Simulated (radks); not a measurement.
Results of a calculation; reference values are marked as such.
Initial-state core-level shifts of the indium ion In+ when its valence configuration changes from [Kr] 4d10 5s2. Level of theory: scalar-relativistic Kohn-Sham, PBE, spin-polarised, spherical densities, point nucleus; open shells are filled with parallel spins first (spin-orbit coupling, left out, can overturn this in heavy ions) (a radial shooting solver on a logarithmic mesh with Libxc functionals). Shifts are changes of the shell-averaged eigenvalues in eV (positive: less bound).

| valence | 2s | 3p | 4s | 4p |
|---|---|---|---|---|
| 4d9 5s2 5p1 | -7.940 | -7.743 | -6.990 | -6.738 |
| 4d10 5s1 5p1 | -1.452 | -1.477 | -1.504 | -1.500 |
| 4d9 5s1 5p2 | -9.136 | -8.964 | -8.220 | -7.957 |
| 4d8 5s2 5p2 | -16.042 | -15.574 | -13.836 | -13.299 |
| 4d10 5p2 | -2.953 | -3.000 | -3.044 | -3.037 |
| 4d9.5 5s2 5p0.5 | -3.955 | -3.865 | -3.518 | -3.396 |
